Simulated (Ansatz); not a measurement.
`OB(F)F` + H₂O → `OB(O)F` + H–F at 600 K and 1 bar (formal hydrolysis of a B–F bond).

Program: Ansatz. Geometries: PBE0-D4/def2-TZVP. ΔE: electronic, gas phase. CBS: MP2 limit from def2 TZ/QZ plus the TZ coupled-cluster correction, frozen cores. This one scheme is used for every species. Each species was taken in one conformer, which may not be the lowest.

```tsv
species	CCSD(T)/CBS energy (Eh)	H − E (kJ/mol)	S (J/(mol·K))
`OB(F)F`	-300.33752	98.7	320.4
H₂O	-76.37941	76.8	212.8
`OB(O)F`	-276.31625	134.8	330.8
H–F	-100.39570	42.3	194.0
```

H − E and S are ideal-gas, rigid-rotor, harmonic terms from PBE0-D4/def2-TZVP, for one conformer and one mirror image of each species. 1 Eh = 2625.50 kJ/mol, R = 8.31446 J/(mol·K).

Q: By hand: ΔE, ΔH, ΔS and ΔG.

A: ΔE = (-276.31625) + (-100.39570) − (-300.33752) − (-76.37941) = 0.00498 Eh = 13.1 kJ/mol. Δ(H − E) = 134.8 + 42.3 − 98.7 − 76.8 = 1.6, so ΔH = 14.7 kJ/mol. ΔS = 330.8 + 194.0 − 320.4 − 212.8 = -8.4 J/(mol·K). ΔG = 14.7 − 600 × (-8.4)/1000 = 19.7 kJ/mol.

Q: By hand: the equilibrium constant, and the temperature at which ΔG would vanish if ΔH and ΔS stayed fixed.

A: log₁₀ K = −ΔG/(RT ln 10) = -1.7. ΔH and −TΔS have one sign here, so there is no such temperature.

TΔS isn't small against ΔH here. A doubt of 5 kJ/mol in ΔE shifts log₁₀ K by 0.4 here. Other conformers and mirror images would add mixing entropy, several J/(mol·K) or more a flexible species. These are equilibria of isolated gas molecules and say nothing of rates. Largest T1 diagnostic: 0.012 (customary marks: 0.02 for closed shells, 0.045 for open ones).

ΔS is within the doubt of such terms, so its sign, and with it that verdict, could turn.
